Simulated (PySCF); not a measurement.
Ti(OH)3(NH2) (H₅NO₃Ti), SMILES [NH2][Ti]([OH])([OH])[OH], multiplicity 1. Atoms are numbered in the order given.

```xyz
10

Ti     0.0320     0.0225    -0.0067
O      1.4068    -0.4674    -1.0661
H      2.2612    -0.8290    -0.8012
O      0.5304     0.4038     1.6780
H      0.5250     1.2542     2.1334
O     -0.7627     1.4681    -0.7388
H     -1.6820     1.5600    -1.0145
N     -1.1754    -1.4158     0.0805
H     -1.2574    -2.1455    -0.6250
H     -1.7200    -1.6596     0.9058
```

Geometry optimised at B3LYP-D3(BJ)/def2-SVP. The spin state was assumed, not searched. The structure was generated by enumeration; whether it is a known compound was not checked. Other conformers were not sampled.

Level of theory: TDA-M06-2X/def2-SVPD run with PySCF.

Vertical excitations. Gas-phase values at a fixed geometry.

Computed UV-visible absorptions:
```csv
state,energy (eV),λ (nm),f,main pairs
S1,4.94,251,0.001,HOMO→LUMO+1 86 %
S2,5.66,219,0.047,HOMO→LUMO+2 82 %
S3,5.93,209,0.003,"HOMO→LUMO+5 39 %, HOMO→LUMO+3 27 %, HOMO→LUMO+4 19 %, HOMO→LUMO+7 8 %"
S4,6.20,200,0.006,"HOMO→LUMO+7 51 %, HOMO→LUMO+5 12 %, HOMO→LUMO 11 %, HOMO→LUMO+6 8 %"
S5,6.39,194,0.040,"HOMO→LUMO 57 %, HOMO→LUMO+7 11 %, HOMO→LUMO+1 10 %, HOMO→LUMO+4 10 %"
S6,6.52,190,0.072,"HOMO→LUMO+6 25 %, HOMO→LUMO+8 25 %, HOMO→LUMO+3 15 %, HOMO→LUMO+4 14 %"
S7,6.63,187,0.006,"HOMO−1→LUMO+1 48 %, HOMO−1→LUMO+2 20 %"
S8,6.72,184,0.001,"HOMO−1→LUMO+2 59 %, HOMO−2→LUMO+1 17 %"
S9,6.85,181,0.007,"HOMO−2→LUMO+1 42 %, HOMO−1→LUMO+1 14 %, HOMO−1→LUMO+2 10 %, HOMO−2→LUMO 7 %"
S10,7.03,176,0.005,"HOMO−3→LUMO+1 50 %, HOMO−3→LUMO 9 %, HOMO−2→LUMO+2 8 %"
T1,4.71,263,0,"HOMO→LUMO+2 62 %, HOMO→LUMO+1 19 %"
T2,4.81,258,0,"HOMO→LUMO+1 67 %, HOMO→LUMO+2 19 %"
T3,5.63,220,0,"HOMO→LUMO+5 28 %, HOMO→LUMO+4 22 %, HOMO→LUMO+3 16 %, HOMO→LUMO+6 11 %"
T4,5.86,212,0,"HOMO→LUMO+7 30 %, HOMO→LUMO+3 21 %, HOMO→LUMO+8 13 %, HOMO→LUMO+6 11 %"
```
Triplets are in the Tamm–Dancoff approximation.
